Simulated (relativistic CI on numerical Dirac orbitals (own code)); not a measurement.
Input to a radial Dirac CI calculation:

```
atom Yb  Z=70  charge=68  electrons=2
nucleus A=174  rms_radius_fm=5.3108
hamiltonian dirac-coulomb  breit=on  qed=on  c_scale=1
orbitals kli  potential=per-configuration
slater_scale 1
correlation none
mixing on
configurations
  1s2
  1s 2p
  1p 2p
  1s 1p
end
```

Question: How did the run end?

Answer: The self-consistent field of one configuration failed: SCF of 1p 2p ended with code -1.
